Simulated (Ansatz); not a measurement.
Na$_{2}$, charge +1, doublet, at a GFN2-xTB geometry (such geometries of metal compounds can be far from the true shape) (a state made from the parent by changing its charge; the spin is typed, not shown lowest); Ansatz (a first-principles code) with B3LYP/aug-cc-pVDZ.

The Ansatz input:
Ansatz 0.2 input:
```yaml
crystal:
  periodic: [false, false, false]
  atoms:
    - {symbol: Na, position_ang: [-0.00000000, -0.00000000, -1.65064203]}
    - {symbol: Na, position_ang: [0.00000000, 0.00000000, 1.65064203]}
basis:
  gaussian:
    orbitals: aug-cc-pVDZ
hamiltonian:
  xc: b3lyp
total_charge: 1
magnetization: {spin_polarized: true, initial_magnetization: 1}
```

Output, abridged:

```
Functional definition: B3LYP
506 factors; integrals over basis functions are off by at most 6.1e-4 eV
mean field evaluation 1: about -8827.8928 eV, gradient 7.1e-1 eV
mean field evaluation 2: about -8827.9042 eV, gradient 9.8e-2 eV
mean field evaluation 4: about -8827.9063 eV, gradient 8.6e-3 eV
mean field evaluation 8: about -8827.9063 eV, gradient 1.0e-4 eV
mean field -8827.90633031 eV, -324.4195738689 hartree, gradient 1.3e-5 eV, S^2 0.750005; 0 other end points of the search recorded, 0 dependent functions left out
reference -8827.90656614 eV, -324.4195825356 hartree; 11, 10 occupied and 43, 44 virtual orbitals, 506 factors
Total energy: -8827.90656614 eV, -324.4195825356 hartree
```
